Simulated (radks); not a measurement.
Values are calculated unless marked as measured or tabulated.
All-electron atom: Cs in [Xe] 6s1. Code: a radial shooting solver on a logarithmic mesh with Libxc functionals. Model: scalar-relativistic Kohn-Sham, LB94 model potential, spin-polarised, spherical densities, finite nucleus; open shells are filled with parallel spins first (spin-orbit coupling, left out, can overturn this in heavy ions); Fermi nuclear charge, rms radius 4.8041 fm. Some entries of the table are withheld. Estimate them.

| orbital | occ. | eigenvalue (hartree) | r(max) (bohr) | <r> (bohr) |
|---|---|---|---|---|
| 1s up | 1 | -1321.504 | 0.01678 | 0.02607 |
| 1s down | 1 | -1321.504 | 0.01678 | 0.02607 |
| 2s up | 1 | -207.9755 | 0.09479 | 0.1119 |
| 2s down | 1 | -207.9752 | 0.09479 | 0.1119 |
| 2p up | 3 | -186.7880 | 0.07607 | 0.09795 |
| 2p down | 3 | -186.7877 | 0.07607 | 0.09795 |
| 3s up | 1 | -43.66332 | 0.2727 | 0.2987 |
| 3s down | 1 | -43.66307 | 0.2727 | 0.2987 |
| 3p up | 3 | -36.82026 | 0.2667 | 0.2964 |
| 3p down | 3 | -36.82004 | 0.2667 | 0.2964 |
| 3d up | 5 | -26.73812 | 0.2201 | 0.2727 |
| 3d down | 5 | -26.73791 | 0.2201 | 0.2727 |
| 4s up | 1 | -8.34506 | 0.6423 | 0.6953 |
| 4s down | 1 | -8.34456 | 0.6423 | 0.6953 |
| 4p up | 3 | -6.16946 | 0.6734 | 0.7400 |
| 4p down | 3 | -6.16920 | 0.6734 | 0.7400 |
| 4d down | 5 | -2.99833 | 0.7226 | (1) |
| 4d up | 5 | -2.99828 | 0.7225 | (2) |
| 5s down | 1 | -1.15953 | 1.517 | 1.719 |
| 5s up | 1 | -1.15920 | 1.517 | 1.711 |
| 5p down | 3 | -0.66023 | 1.765 | (3) |
| 5p up | 3 | -0.65460 | 1.758 | (4) |
| 6s down | 0 | (5) | 4.226 | 4.828 |
| 6s up | 1 | (6) | 4.185 | 4.983 |

Answer. 
(1) 4d down <r> (bohr): 0.8336
(2) 4d up <r> (bohr): 0.8336
(3) 5p down <r> (bohr): 2.080
(4) 5p up <r> (bohr): 2.047
(5) 6s down eigenvalue (hartree): -0.21760
(6) 6s up eigenvalue (hartree): -0.17049
